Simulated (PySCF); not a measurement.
**[Zr(Cl)4] (charge 0, multiplicity 1)**

Calculation: TPSSh-D3(BJ)/def2-TZVP // TPSS-D3(BJ)/def2-SVP in PySCF.

```json
{
 "HOMO": "-9.01 eV",
 "dipole_moment": "0.01 D",
 "HOMO–LUMO gap": "5.78 eV",
 "LUMO": "-3.23 eV",
 "charge on the central atom (Mulliken)": "1.38 e",
 "total_energy": "-1888.3016 Ha",
 "cost": "roughly 4 core-minutes"
}
```

```xyz
5

Zr     0.0056    -0.0003     0.0159
Cl    -2.0227    -1.0275    -0.5245
Cl     0.0804     2.1302    -0.9434
Cl     0.1880     0.1767     2.3392
Cl     1.7755    -1.2879    -0.8033
```
Charge 0, spin multiplicity 1.
